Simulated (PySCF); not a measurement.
## Electron correlation in Ne²⁺ (neon, charge +2)

[He] 2s2 2p4, high-spin 3P determinant. All numbers are calculated (PySCF 2.14, scalar relativity by spin-free X2C-1e, in cc-pVDZ-DK). Frozen: 1s2; 6 electrons correlated.

MP2 pair energies summed by pair of shells (mhartree):

```
 pair  energy  share (%)
2p-2p  -43.85       46.7
2s-2p  -42.95       45.8
2s-2s   -7.07        7.5
```

Total MP2 correlation energy: -93.86 mhartree.

Same-spin part -22.34 and opposite-spin part -71.53 mhartree; SCS-MP2 scales them by 1/3 and 6/5 to -93.28 mhartree.

```json
{"level": "CCSD", "correlation energy (mhartree)": "-106.25"}
{"level": "(T)", "correlation energy (mhartree)": "-0.64"}
{"level": "CCSD(T)", "correlation energy (mhartree)": "-106.89"}
```

Diagnostics: T1 = 0.0029, D1 = 0.0048, largest double amplitude 0.031.

Cost of the coupled-cluster step: 0.09 s of wall time on 1 thread of Neoverse-V1 (shared host), for 6 correlated electrons.
